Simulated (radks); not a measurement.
Results of a calculation; reference values are marked as such.
The copper ion Cu4+, configuration [Ar] 3d7.

Level of theory: scalar-relativistic Kohn-Sham, exchange-only LDA, spin-polarised, spherical densities, finite nucleus; open shells are filled with parallel spins first; Fermi nuclear charge, rms radius 3.8823 fm (a radial shooting solver on a logarithmic mesh with Libxc functionals).

Energy parts (hartree):
total: -1645.28028
kinetic: 1670.95133
electron-nucleus: -3904.66912
Hartree: 648.91525
exchange: -60.47773

Orbitals (lengths in bohr, moments of r in powers of bohr; <r^-3> diverges for s and p1/2):
| orbital | occ. | eigenvalue (hartree) | <r^-3> | <1/r> | <r^2> | <r^4> |
|---|---|---|---|---|---|---|
| 1s up | 1 | -327.1149 | - | 29.11 | 0.003667 | 0.00003458 |
| 1s down | 1 | -327.1140 | - | 29.11 | 0.003667 | 0.00003458 |
| 2s up | 1 | -41.58000 | - | 6.310 | 0.06562 | 0.007481 |
| 2s down | 1 | -41.49287 | - | 6.318 | 0.06546 | 0.007442 |
| 2p up | 3 | -36.27318 | 703.5 | 6.200 | 0.05249 | 0.005570 |
| 2p down | 3 | -36.20633 | 705.3 | 6.207 | 0.05233 | 0.005531 |
| 3s up | 1 | -6.72857 | - | 2.034 | 0.5643 | 0.5098 |
| 3s down | 1 | -6.56983 | - | 2.025 | 0.5683 | 0.5186 |
| 3p up | 3 | -5.15912 | 95.53 | 1.897 | 0.6183 | 0.6536 |
| 3p down | 3 | -5.00347 | 94.31 | 1.887 | 0.6252 | 0.6714 |
| 3d up | 5 | -2.61443 | 9.957 | 1.601 | 0.8009 | 1.394 |
| 3d down | 2 | -2.46283 | 9.722 | 1.580 | 0.8348 | 1.539 |

The highest occupied level is 3d down at -67.017 eV. For comparison, the ionisation energy in NIST's Atomic Spectra Database is 80 eV (semi-empirical). In exact Kohn-Sham theory the highest level is minus the ionisation energy, but local and semilocal functionals leave it too shallow, through self-interaction and a potential that decays too fast; potentials with the right tail come closer. The spin density at the nucleus is -1.247 e/bohr^3 (1s -0.118, 2s -2.547, 3s 1.417). Spin moment in Bohr magnetons: 3.
